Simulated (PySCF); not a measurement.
Working out the ionisation energy of V(2+)

V(2+) [Ar] 3d3 (4F) → V(3+) [Ar] 3d2 (3F). All numbers are calculated (PySCF 2.14, the non-relativistic Hamiltonian (point nucleus), in def2-SVP). Frozen: [Ar]. Energies in hartree (1 hartree = 27.21139 eV):

| part | V(2+) (lower) | V(3+) (upper) |
| --- | --- | --- |
| UHF | -942.049601 | -940.992283 |
| MP2 opposite-spin | 0.000000 | 0.000000 |
| MP2 same-spin | -0.010040 | -0.001631 |

Problem. What does Hartree-Fock give?

Solution. (-940.992283) − (-942.049601) = 1.057318 hartree = 28.771 eV.

Problem. What do MP2 and SCS-MP2 (6/5 opposite-spin, 1/3 same-spin) give?

Solution. The opposite-spin parts differ by 0.000 eV and the same-spin parts by 0.229 eV. MP2: 28.771 + (0.000) + (0.229) = 29.000 eV. SCS-MP2: 28.771 + 1.2 × (0.000) + (0.229)/3 = 28.847 eV.

Reference: 29.311 eV (measured; NIST Atomic Spectra Database, ionization energies), between the lowest levels; spin-orbit coupling is absent from the calculation.

The calculation is non-relativistic.

A double-zeta basis recovers only part of the correlation energy.

What remains against the reference includes basis incompleteness, the frozen core and correlation beyond second order.
